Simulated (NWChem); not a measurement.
System: C₂H₃Cl₂F; SMILES ClC(C)(F)Cl

Computed with NWChem. Medium grid unless said otherwise, to which SCAN and Minnesota functionals are sensitive. All runs use the structure optimised with PBE0/def2-SVP. Total energies of different functionals are on different scales.

```
level             energy (Ha)  highest occupied level (eV)  orbital gap (eV)  dipole (D)
----------------  -----------  ---------------------------  ----------------  ----------
B3LYP/def2-SVP     -1097.8581                        -8.31              8.52        1.85
PBE/def2-SVP       -1097.2606                        -7.14              6.44        1.80
TPSS/def2-SVP      -1097.8965                        -7.36              6.72        1.91
revPBE/def2-SVP    -1097.6066                        -7.13              6.47        1.82
MPW1K/def2-SVP     -1097.8247                        -9.84             10.96        2.07
r2SCAN0/def2-SVP   -1097.6607                        -8.98              9.41        2.07
OLYP/def2-SVP      -1097.8121                        -7.06              6.50        1.82
```
